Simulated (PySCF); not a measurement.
The dipole of cycloheptatriene (`C1=CC=CCC=C1`) from its density and from atomic charges.

Coordinates (PBE0-D3(BJ)/def2-TZVP, Å) and charges (e) from the PBE0/pcSseg-2 density (PySCF):

```csv
atom,x,y,z,Mulliken,IAO,Hirshfeld,ESP-fitted
C1,1.296,-0.963,0.178,-0.0458,-0.1628,-0.0506,-0.0863
C2,1.579,0.296,-0.242,-0.0460,-0.1629,-0.0506,-0.1060
C3,0.690,1.422,-0.157,-0.0192,-0.1717,-0.0634,-0.1812
C4,-0.648,1.354,-0.251,-0.1009,-0.1333,-0.0355,-0.1540
C5,-1.336,0.085,-0.641,+0.0418,-0.2832,-0.0836,-0.0481
C6,-1.148,-0.876,0.489,-0.1009,-0.1331,-0.0354,-0.1622
C7,0.061,-1.387,0.775,-0.0190,-0.1717,-0.0635,-0.1801
H8,2.115,-1.677,0.191,+0.0301,+0.1521,+0.0472,+0.1058
H9,2.604,0.504,-0.535,+0.0300,+0.1522,+0.0473,+0.1114
H10,1.150,2.391,0.020,+0.0316,+0.1551,+0.0492,+0.1386
H11,-1.246,2.238,-0.052,+0.0297,+0.1508,+0.0485,+0.1295
H12,-2.393,0.254,-0.849,+0.0306,+0.1499,+0.0490,+0.0824
H13,-0.867,-0.320,-1.546,+0.0766,+0.1527,+0.0441,+0.0806
H14,-2.011,-1.175,1.075,+0.0298,+0.1508,+0.0485,+0.1331
H15,0.129,-2.166,1.531,+0.0315,+0.1551,+0.0492,+0.1365
```

What dipole does each set of charges give (1 e·Å = 4.803 D), and what does the density give?

The full density gives (-0.32, 0.10, 0.09) D, 0.35 D in size; dipole vectors point from the negative to the positive end.

```
    scheme     μx     μy     μz  size (D)  share of the full size (%)  angle to the full dipole (°)
  Mulliken  -0.36  -0.14  -0.65      0.75                         216                            80
       IAO  -0.22   0.10   0.16      0.29                          83                            20
 Hirshfeld  -0.22   0.06   0.04      0.23                          66                             4
ESP-fitted  -0.34   0.08   0.02      0.35                          99                            12
```

Which set comes closest?

Length of the difference vector: ESP-fitted 0.07 D, Hirshfeld 0.12 D, IAO 0.13 D, Mulliken 0.77 D. Closest: ESP-fitted. The schemes that divide the density aren't constrained to reproduce the dipole.

What is left for the Hirshfeld atoms' own dipoles?

The shares of the density sum to the whole, so what Σ q r misses lies in dipoles about the nuclei. The atomic dipoles sum to (-0.32, 0.10, 0.09) − (-0.22, 0.06, 0.04) = (-0.10, 0.04, 0.05) D, 0.12 D in size.

With the origin at the mean of the coordinates, (-0.002, -0.001, -0.001) Å, which are the largest single terms, by size, of the IAO dipole along the direction of the full one?

H9 -1.76, H8 -1.74, C5 -1.50, H12 +1.50, H14 +1.30 D; all 15 atoms together +0.27 D. The single terms depend on the origin, their sum doesn't.

Give the size of the full dipole in other units.

0.35 D = 0.137 au = 0.073 e·Å = 1.16 × 10⁻³⁰ C·m.

Isolated species at its PBE0-D3(BJ)/def2-TZVP geometry (one conformer only).

The run behind these numbers computed NMR shieldings as well. The run took 76 s of wall time (grids of density and orbitals included) on one thread of an AMD EPYC 7R43, no GPU, shared host with 256 logical CPUs at a one-minute load of 81, and the process peaked at 1.6 GiB of memory.
